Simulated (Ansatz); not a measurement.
Geometry optimisation, RKS revPBE-D4/6-31G* (Ansatz 0.2.0).

Input:

```yaml
crystal:
  periodic: [false, false, false]
  atoms:
    - { symbol: Si, position_ang: [-0.8139, -0.8028, 0.542] }
    - { symbol: Cl, position_ang: [0.6259, 0.0503, 2.3919] }
    - { symbol: H, position_ang: [-1.2542, -1.4501, -0.7379] }
    - { symbol: H, position_ang: [-0.9153, -1.9526, 1.4353] }
    - { symbol: Si, position_ang: [-1.8237, 1.2754, 0.5636] }
    - { symbol: H, position_ang: [1.5816, -0.316, 0.9659] }
    - { symbol: "N", position_ang: [1.176, -0.8276, -0.1961] }
    - { symbol: C, position_ang: [1.481, -0.0268, -1.3577] }
    - { symbol: H, position_ang: [-2.1555, 1.7398, 1.9099] }
    - { symbol: H, position_ang: [-1.0082, 2.3127, -0.0797] }
    - { symbol: H, position_ang: [-3.0904, 1.2017, -0.1756] }
    - { symbol: H, position_ang: [1.5307, -1.7701, -0.2769] }
    - { symbol: H, position_ang: [1.1964, 1.0045, -1.1601] }
    - { symbol: H, position_ang: [2.548, -0.0556, -1.5964] }
    - { symbol: H, position_ang: [0.9216, -0.3829, -2.2283] }
basis:
  gaussian: { orbitals: "6-31G*" }
hamiltonian:
  xc: revpbe
  dispersion: d4
relax:
  f_tol: 0.15
  max_steps: 25
  restrain:
    - { distance: [0, 6], at: 1.82, k: 30.0 }
    - { distance: [5, 1], at: 1.33, k: 30.0 }
    - { distance: [0, 1], at: 3.43, k: 30.0 }
    - { distance: [5, 6], at: 2.32, k: 30.0 }
```

Command:

```bash
$ ansatz run input.yaml --threads 2 --pin off --max-ram 3072MiB --backend cpu --events-out ev --progress --plain --runs-dir out
```

Question: Where does it end, and by what steps?

Answer: It converged. The restraints hold the end off the free minimum. After 13 steps the energy has fallen by 0.576 eV (the restraints' own energy left out); H6 moved furthest, 0.87 Å. Parted: Si1–Cl2. Joined: Cl2–H6.

| step | energy less start (eV) | largest force component (eV/Å) | accepted |
| --- | --- | --- | --- |
| 0 | 0.0000 | 3.618 | yes |
| 1 | 0.3874 | 3.497 | yes |
| 2 | 0.6107 | 3.596 | yes |
| 3 | 0.1554 | 2.498 | yes |
| 4 | -0.4119 | 0.979 | yes |
| 5 | -0.5235 | 0.737 | yes |
| 6 | -0.5386 | 0.563 | yes |
| 7 | -0.5279 | 0.598 | no |
| 8 | -0.5484 | 0.570 | yes |
| 9 | -0.5570 | 0.538 | yes |
| 10 | -0.5639 | 0.497 | yes |
| 11 | -0.5630 | 0.435 | yes |
| 12 | -0.5659 | 0.498 | yes |
| 13 | -0.5762 | 0.567 | yes |

```xyz
15
Properties=species:S:1:pos:R:3
Si -0.750 -0.973 0.184
Cl 0.885 0.428 2.866
H -1.594 -1.663 -0.868
H -0.758 -1.845 1.400
Si -1.646 1.180 0.548
H 1.477 0.078 1.740
N 0.976 -0.829 -0.320
C 1.306 -0.072 -1.537
H -2.265 1.284 1.909
H -0.590 2.236 0.404
H -2.716 1.455 -0.474
H 1.469 -1.729 -0.297
H 0.903 0.951 -1.443
H 2.402 0.016 -1.643
H 0.901 -0.518 -2.469
```

Whether the end is a true minimum wasn't checked by a vibrational analysis.

The run took 42 s on 2 threads of Arm Neoverse V2, on a shared host, peak memory 0.16 GiB.
